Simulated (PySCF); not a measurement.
A species of formula C5H11NO has this rotational fingerprint, computed with wB97X-D/def2-SVPD in PySCF (dipole) on a GFN2-xTB geometry, gas phase:

```
Rotational constants : A = 3306, B = 2374, C = 1985 MHz
Dipole components    : |μa| = 1.20 D, |μb| = 3.56 D, |μc| = 0.00 D
Inertial defect      : -111.17 u·Å²
κ                    : -0.41
```

Question: Which structure is it? (One computed conformer of each.)
A. `[CH3:1][CH2:2][C:3](=[O:4])[N:5]([CH3:6])[CH3:7]` with C1–C2–C3–O4 -2°, C2–C3–N5–C6 0°
B. `[CH3:1][C:2]([CH3:3])([CH3:4])[C:5]([NH2:6])=[O:7]` with C2–C5–N6–H 180° and 0°

Answer: B. It is CC(C)(C)C(N)=O, an asymmetric top, point group Cs. The candidates at the same level (rigid rotor, commonest isotopes):

```csv
SMILES,A (MHz),B (MHz),C (MHz),μa (D),μb (D),μc (D),Δ (u·Å²),point group,rotor
CC(C)(C)C(N)=O,3306,2374,1985,1.20,3.56,0.00,-111.17,Cs,asymmetric top
CCC(=O)N(C)C,4682,1872,1383,1.84,3.44,0.00,-12.65,near Cs,asymmetric top
```

`CCC(=O)N(C)C` has A 42 % too high. In the right answer the mirror of this Cs structure is the ab plane, so μc vanishes by symmetry. No structure here is proved a minimum.
